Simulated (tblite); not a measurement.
Species: C5H14BNSi.
SMILES with atom numbers: `[BH3-:1][N@+:2]1([SiH3:3])[CH2:4][CH2:5][C:6](=[CH2:7])[CH2:8]1` (hydrogens: H9, H10, H11 on B1; H12, H13, H14 on Si3; H15, H16 on C4; H17, H18 on C5; H19, H20 on C7; H21, H22 on C8)
Bond orders are those of one Lewis drawing.

Computed with GFN2-xTB (tblite), gas phase: L-BFGS steps from a force-field or distance-geometry start until the largest atomic force falls under 0.01 eV/Å.

Step 4: E = -646.0567 eV
```
atom  x, y, z in Å  |  force x, y, z in eV/Å
B1     -1.7187    1.5778    0.0462    0.103  -0.133  -0.007
N2     -0.7064    0.2428   -0.0234   -0.115   0.211  -0.106
Si3    -1.6522   -1.0781   -0.8043    0.095  -0.014   0.016
C4     -0.2461   -0.1171    1.3299   -0.235   0.127   0.015
C5      1.1281   -0.7387    1.1660    0.085  -0.132   0.007
C6      1.6233   -0.1856   -0.1331   -0.021  -0.042   0.049
C7      2.8366   -0.3297   -0.6186    0.224  -0.057  -0.048
C8      0.5162    0.5742   -0.7796   -0.229   0.075  -0.096
H9     -1.0879    2.4514    0.5561    0.071  -0.027   0.016
H10    -2.6500    1.2446    0.7074   -0.059  -0.020   0.036
H11    -2.0171    1.8315   -1.0794    0.008  -0.025  -0.030
H12    -0.7664   -2.2512   -0.8899    0.054   0.067   0.038
H13    -2.8018   -1.4006    0.0221    0.001   0.028   0.149
H14    -2.0463   -0.6819   -2.1452    0.090   0.110  -0.054
H15    -0.9572   -0.7930    1.8055   -0.050   0.016  -0.017
H16    -0.1757    0.7728    1.9640   -0.079   0.098  -0.252
H17     1.7890   -0.4650    1.9828    0.116  -0.056   0.141
H18     1.0785   -1.8258    1.1139   -0.001  -0.124   0.020
H19     3.1117    0.1080   -1.5591    0.126  -0.026  -0.078
H20     3.5803   -0.8850   -0.0781    0.144   0.001  -0.057
H21     0.7382    1.6500   -0.7454   -0.243  -0.080   0.196
H22     0.4136    0.3180   -1.8385   -0.086   0.004   0.065
```

Step 5: E = -646.0701 eV
```
atom  x, y, z in Å  |  force x, y, z in eV/Å
B1     -1.7218    1.5820    0.0469    0.103  -0.180  -0.013
N2     -0.7107    0.2426   -0.0240   -0.044   0.169  -0.090
Si3    -1.6503   -1.0785   -0.8040   -0.014   0.016  -0.002
C4     -0.2473   -0.1169    1.3261   -0.226   0.131   0.082
C5      1.1301   -0.7396    1.1638   -0.003  -0.128   0.088
C6      1.6266   -0.1874   -0.1331   -0.058  -0.020   0.004
C7      2.8400   -0.3302   -0.6205    0.253  -0.081  -0.021
C8      0.5135    0.5698   -0.7751   -0.204   0.137  -0.161
H9     -1.0810    2.4517    0.5586   -0.002  -0.067  -0.021
H10    -2.6537    1.2403    0.7104    0.011   0.043  -0.021
H11    -2.0165    1.8293   -1.0848    0.013  -0.012   0.062
H12    -0.7646   -2.2459   -0.8877    0.096   0.001   0.029
H13    -2.7990   -1.3985    0.0275    0.020   0.028   0.118
H14    -2.0413   -0.6775   -2.1458    0.087   0.091  -0.028
H15    -0.9613   -0.7902    1.8021   -0.013   0.019   0.003
H16    -0.1816    0.7799    1.9522   -0.041   0.046  -0.219
H17     1.7895   -0.4719    1.9835    0.111  -0.012   0.145
H18     1.0797   -1.8265    1.1173   -0.017  -0.143  -0.013
H19     3.1179    0.1061   -1.5617    0.095  -0.028  -0.054
H20     3.5878   -0.8856   -0.0804    0.071   0.042  -0.086
H21     0.7247    1.6456   -0.7388   -0.169  -0.020   0.199
H22     0.4087    0.3209   -1.8335   -0.069  -0.031  -0.003
```

Step 6: E = -646.0838 eV
```
atom  x, y, z in Å  |  force x, y, z in eV/Å
B1     -1.7229    1.5828    0.0473    0.075  -0.170  -0.014
N2     -0.7170    0.2456   -0.0260    0.028   0.015  -0.029
Si3    -1.6487   -1.0786   -0.8037   -0.120   0.033  -0.021
C4     -0.2517   -0.1148    1.3221   -0.106   0.062   0.089
C5      1.1314   -0.7423    1.1637   -0.083  -0.066   0.108
C6      1.6302   -0.1895   -0.1343   -0.066  -0.014  -0.024
C7      2.8464   -0.3318   -0.6225    0.112  -0.037  -0.015
C8      0.5075    0.5669   -0.7722   -0.065   0.114  -0.145
H9     -1.0735    2.4505    0.5607   -0.074  -0.104  -0.057
H10    -2.6573    1.2365    0.7133    0.082   0.096  -0.074
H11    -2.0156    1.8265   -1.0892    0.014   0.002   0.141
H12    -0.7604   -2.2402   -0.8846    0.120  -0.044   0.022
H13    -2.7953   -1.3956    0.0359    0.047   0.029   0.072
H14    -2.0340   -0.6707   -2.1469    0.080   0.065   0.005
H15    -0.9665   -0.7870    1.7988    0.007   0.034   0.025
H16    -0.1889    0.7894    1.9354   -0.002   0.024  -0.132
H17     1.7923   -0.4799    1.9872    0.040   0.011   0.084
H18     1.0805   -1.8306    1.1207   -0.039  -0.097  -0.034
H19     3.1270    0.1035   -1.5658    0.052  -0.042   0.004
H20     3.5983   -0.8857   -0.0845    0.019   0.056  -0.082
H21     0.7065    1.6411   -0.7274   -0.069   0.080   0.170
H22     0.4016    0.3232   -1.8289   -0.053  -0.046  -0.091
```

Step 7: E = -646.0910 eV
```
atom  x, y, z in Å  |  force x, y, z in eV/Å
B1     -1.7213    1.5793    0.0472    0.044  -0.117  -0.011
N2     -0.7205    0.2481   -0.0277    0.060  -0.107   0.005
Si3    -1.6495   -1.0782   -0.8038   -0.112   0.008  -0.024
C4     -0.2556   -0.1128    1.3208    0.009  -0.006   0.042
C5      1.1306   -0.7447    1.1656   -0.083  -0.012   0.059
C6      1.6312   -0.1909   -0.1355   -0.048  -0.015  -0.022
C7      2.8501   -0.3328   -0.6238   -0.027  -0.004   0.006
C8      0.5035    0.5672   -0.7730    0.035   0.050  -0.073
H9     -1.0712    2.4479    0.5607   -0.085  -0.106  -0.061
H10    -2.6577    1.2365    0.7134    0.092   0.095  -0.078
H11    -2.0150    1.8253   -1.0888    0.010   0.006   0.138
H12    -0.7562   -2.2380   -0.8826    0.097  -0.024   0.020
H13    -2.7929   -1.3937    0.0417    0.050   0.026   0.052
H14    -2.0288   -0.6659   -2.1477    0.068   0.051   0.012
H15    -0.9694   -0.7851    1.7979   -0.002   0.045   0.037
H16    -0.1926    0.7953    1.9247    0.014   0.036  -0.061
H17     1.7946   -0.4836    1.9909   -0.034   0.003   0.012
H18     1.0801   -1.8348    1.1218   -0.051  -0.026  -0.031
H19     3.1326    0.1015   -1.5679    0.025  -0.044   0.028
H20     3.6046   -0.8851   -0.0876   -0.004   0.053  -0.065
H21     0.6959    1.6406   -0.7183   -0.017   0.112   0.125
H22     0.3969    0.3234   -1.8287   -0.040  -0.025  -0.112
```

**Question.** Estimate the geometry and energy of step 8. (The exact step hangs on the optimiser's Hessian estimate; all steps are aligned on step 7, rigid shifts and turns removed.)

**Answer.** E = -646.0962 eV, largest force 0.183 eV/Å
```
atom  x, y, z in Å  |  force x, y, z in eV/Å
B1     -1.7186    1.5738    0.0469    0.020  -0.059  -0.008
N2     -0.7221    0.2482   -0.0290    0.068  -0.170   0.011
Si3    -1.6518   -1.0779   -0.8043   -0.044  -0.035  -0.018
C4     -0.2584   -0.1114    1.3204    0.084  -0.048  -0.007
C5      1.1288   -0.7467    1.1679   -0.045   0.023  -0.011
C6      1.6309   -0.1922   -0.1367   -0.024  -0.012  -0.010
C7      2.8518   -0.3335   -0.6245   -0.120   0.021   0.013
C8      0.5012    0.5685   -0.7751    0.081  -0.009   0.002
H9     -1.0715    2.4439    0.5593   -0.060  -0.085  -0.044
H10    -2.6563    1.2385    0.7119    0.063   0.064  -0.052
H11    -2.0144    1.8246   -1.0856    0.003   0.006   0.088
H12    -0.7514   -2.2369   -0.8808    0.051   0.017   0.018
H13    -2.7904   -1.3918    0.0470    0.035   0.019   0.044
H14    -2.0239   -0.6614   -2.1483    0.053   0.042   0.005
H15    -0.9715   -0.7830    1.7983   -0.015   0.052   0.047
H16    -0.1947    0.8002    1.9163    0.023   0.045  -0.008
H17     1.7956   -0.4859    1.9939   -0.089  -0.010  -0.043
H18     1.0786   -1.8385    1.1218   -0.058   0.037  -0.020
H19     3.1371    0.0992   -1.5690   -0.003  -0.038   0.037
H20     3.6091   -0.8838   -0.0910   -0.015   0.037  -0.036
H21     0.6884    1.6426   -0.7094    0.012   0.084   0.072
H22     0.3929    0.3229   -1.8310   -0.020   0.018  -0.079
```

The energy changes by -0.0053 eV. The first-order estimate −F·Δx gives -0.0075 eV and the mean of the old and new forces, exact on a quadratic surface, -0.0053 eV. The step makes an angle of 50° with the force vector and moves no atom by more than 0.012 Å.

What follows is the cost of the whole relaxation. Time: 1.2 s wall. Hardware: one thread of an Arm Neoverse N1, no GPU, shared host.
